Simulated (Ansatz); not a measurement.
One change: `C=C=CS` becomes `C=C=C[SeH]`.

Ansatz, PBE0-D4/def2-TZVP geometries, multiplicity 1. Each molecule was computed in one conformer, which needn't be the lowest.

Scalar relativity is left out up to krypton.

```json
{"property": "zero-point energy (PBE0-D4/def2-TZVP) / kJ/mol", "`C=C=CS`": "146.2"}
{"property": "HOMO–LUMO gap (PBE/def2-TZVPP) / eV", "`C=C=CS`": "4.02"}
{"property": "HOMO energy (B3LYP/def2-TZVPP) / eV", "`C=C=CS`": "-6.22"}
{"property": "LUMO energy (PBE/def2-TZVPP) / eV", "`C=C=CS`": "-1.31"}
{"property": "HOMO–LUMO gap (PBE0/def2-TZVPP) / eV", "`C=C=CS`": "6.12"}
{"property": "HOMO–LUMO gap (ωB97M-V/def2-TZVPP) / eV", "`C=C=CS`": "10.33"}
```

(1) What does the change do to each property? (Estimate.)

Answers

(1) Ansatz gave: 
| property | `C=C=C[SeH]` | shift |
| --- | --- | --- |
| zero-point energy (PBE0-D4/def2-TZVP) / kJ/mol | 141.7 | -4.5 |
| HOMO–LUMO gap (PBE/def2-TZVPP) / eV | 3.88 | -0.14 |
| HOMO energy (B3LYP/def2-TZVPP) / eV | -6.25 | -0.03 |
| LUMO energy (PBE/def2-TZVPP) / eV | -1.49 | -0.18 |
| HOMO–LUMO gap (PBE0/def2-TZVPP) / eV | 5.93 | -0.19 |
| HOMO–LUMO gap (ωB97M-V/def2-TZVPP) / eV | 10.12 | -0.21 |

B3LYP here is the variant with VWN-RPA as its local correlation; programs differ in this.

Spin–orbit coupling is left out; it splits and shifts lone-pair levels of the heavy atoms by tenths of an eV.
